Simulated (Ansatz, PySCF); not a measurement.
Species: PbBr, charge 1, multiplicity 1. SMILES: [Br][Pb+]
Structure (B3LYP-D3(BJ)/def2-TZVP (Ansatz, a program for electronic structure) minimum search):
```
Pb
Br 1 2.5116
```
Charge +1, spin multiplicity 1.

Property: vertical triplet-singlet gap, E(triplet) - E(singlet), in eV. Conventions: each state is the SCF solution reached for its charge and spin; valence correlation only (noble-gas shells and the d and f shells of earlier blocks); LANL2DZ with its own core potentials from Na on; UHF or UKS for open shells; def2 sets with scalar-relativistic core potentials past Kr; spin-orbit terms left out. First-principles rows: single points at B3LYP-D3(BJ) geometries (Ansatz). The spin state of an ion or metal species was assumed, not searched. Levels can end on unlike triplets.

| level | program | vertical triplet-singlet gap, E(triplet) - E(singlet) (eV) |
|---|---|---|
| HF/LANL2DZ | Ansatz | 2.68 |
| PBE/LANL2DZ | Ansatz | 3.75 |
| B3LYP/LANL2DZ | Ansatz | 3.63 |
| M06-2X/LANL2DZ | PySCF | 3.96 |
| MP2/LANL2DZ | Ansatz | 3.39 |
| PBE0/def2-TZVPD | Ansatz | 3.66 |
| wB97M-V/def2-TZVPD | Ansatz | 3.56 |

No value to compare with is used here. The 5 habitual levels span 2.68 (HF/LANL2DZ) to 3.96 eV (M06-2X/LANL2DZ); wB97M-V/def2-TZVPD gives 3.56.

The levels are drawn from those run, B3LYP/6-31G* more often than the rest, none by its result; left out are runs that failed, that the program found above a lower state of the same kind, or whose <S^2> lies over 0.5 above the pure value.
